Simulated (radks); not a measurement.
Coulomb parameter of the 3d shell of neutral copper in the model configuration [Ar] 3d9.5 4s1.5, as a second difference U = [E(n + 0.5) + E(n - 0.5) - 2 E(n)] / (0.5)^2 with all orbitals relaxed. "Bare": the charge of the atom changes with n. "Screened": the 4s shell takes up the change at fixed total charge, which measures U(3d,3d) + U(4s,4s) - 2 U(3d,4s). All-electron calculation, scalar-relativistic Kohn-Sham, PBE, spin-unpolarised, spherical densities, point nucleus. Program: a radial shooting solver on a logarithmic mesh with Libxc functionals.

case              configuration  E - E(n) (eV)
start          [Ar] 3d9.5 4s1.5          0.000
bare +0.5       [Ar] 3d10 4s1.5         -2.088
bare -0.5        [Ar] 3d9 4s1.5          5.225
screened +0.5     [Ar] 3d10 4s1         -0.575
screened -0.5      [Ar] 3d9 4s2          1.395

U(bare) = 12.547 eV, U(screened by 4s) = 3.280 eV, against the Slater integral F0(3d,3d) = 26.001 eV with frozen orbitals. The step up makes a negative ion, whose loosely bound charge lowers the bare value.
